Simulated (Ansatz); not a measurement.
Geometry optimisation, Ansatz, RHF/def2-SVP.

input.yaml

```yaml
crystal:
  periodic: [false, false, false]
  atoms:
    - { symbol: Si, position_ang: [0.200821, 0.0, -0.108986] }
    - { symbol: H, position_ang: [0.041879, 0.0, 1.337812] }
    - { symbol: F, position_ang: [1.744686, 0.0, -0.463686] }
    - { symbol: F, position_ang: [-0.430039, 1.291531, -0.763308] }
    - { symbol: F, position_ang: [-0.430039, -1.291531, -0.763308] }
    - { symbol: Cl, position_ang: [-2.74801, 0.0, 1.455808] }
    - { symbol: H, position_ang: [-1.637797, 0.0, 2.164967] }
basis:
  gaussian: { orbitals: def2-SVP }
hamiltonian:
  xc: hf
relax:
  f_tol: 0.03
  max_steps: 50
output:
  orbitals: {}
```

Run as:

```bash
$ ansatz run input.yaml --threads 1 --pin off --max-ram 2048MiB --backend cpu --events-out ev --progress --plain --runs-dir out
```

Question: Where does it end, and by what steps?

Answer: The forces met the threshold. The force dipped under the threshold on the way, but the program's further checks kept it going. After 12 steps the energy has fallen by 0.265 eV; H7 moved furthest, 1.25 Å.

```csv
step,energy less start (eV),largest force component (eV/Å),accepted
0,0.0000,1.589,yes
1,-0.1505,0.640,yes
2,-0.2002,0.376,yes
3,-0.2319,0.149,yes
4,-0.2493,0.121,yes
5,-0.2592,0.156,yes
6,-0.2489,0.890,no
7,-0.2622,0.035,yes
8,-0.2625,0.262,yes
9,-0.2643,0.020,yes
10,-0.2644,0.018,yes
11,-0.2644,0.048,yes
12,-0.2645,0.021,yes
```

```xyz
7
Properties=species:S:1:pos:R:3
Si 0.467 0.000 -0.254
H 0.568 0.000 1.190
F 1.912 0.000 -0.906
F -0.292 1.282 -0.786
F -0.292 -1.282 -0.786
Cl -2.926 0.000 1.575
H -2.694 0.000 2.827
```

Whether the end is a true minimum wasn't checked by a vibrational analysis.

Time of the run: 13 s on 1 thread of AMD EPYC 9R45 96-Core Processor (Zen 5), with other jobs on the host, peak memory 0.18 GiB.
